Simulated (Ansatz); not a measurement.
`C[Te][SiH2][SiH3]` → C• + 8 H• + 2 Si• + Te•  (atomization)

Isolated molecules relaxed with PBE0-D4/def2-TZVP in Ansatz; ΔE leaves out vibrations. CCSD(T)/CBS adds triple-zeta CCSD(T) − MP2 to the extrapolated MP2 energy (def2 sets, frozen cores). This one scheme is used for every species, atoms too. No spin–orbit coupling; open shells (•) take unrestricted orbitals. Spin–orbit coupling would lower the free atoms: a little for C, Si; strongly for Te. def2 core potentials past Kr. For Te outer-core shells are correlated without core-valence functions, so the limit isn't a true one: a few kJ/mol of doubt a bond, and 10 to 20 or more in all where bonds break to atoms. One conformer a species, not always the lowest.

| level | ΔE (eV) |
| --- | --- |
| HF/def2-TZVPP | 28.33 |
| MP2/def2-QZVPP | 37.55 |

Question: What does CCSD(T)/CBS give? (Best estimate.)

Answer: Ansatz gave: +38.20 eV. The listed levels differ from it by -9.87, -0.65 eV.

Largest T1 diagnostic among the species: 0.012.

The D4 term adds +0.53 eV with B3LYP and +0.28 eV with PBE0; it sums over pairs of atoms, weighted by their polarisabilities, and B3LYP, whose exchange is more repulsive, gets the larger term. In def2-TZVPP, CCSD(T) changes the Hartree–Fock value by +8.76 eV (the triples alone add +0.45 eV) and MP2 by +8.57 eV; breaking electron pairs costs correlation energy, which Hartree–Fock lacks. From PBE to PBE0 (25 % exact exchange), in def2-TZVPP and without D4, ΔE moves by −0.16 eV: exact exchange takes away binding that semilocal exchange gives to molecules.

B3LYP here is the variant with VWN-RPA as its local correlation; programs differ in this.

For atomizations the MP2-based limit and the directly extrapolated one differ by several kJ/mol either way, and by 10 to 25 for some Ge, Se and Sn compounds, so smaller differences from it don't rank the levels.
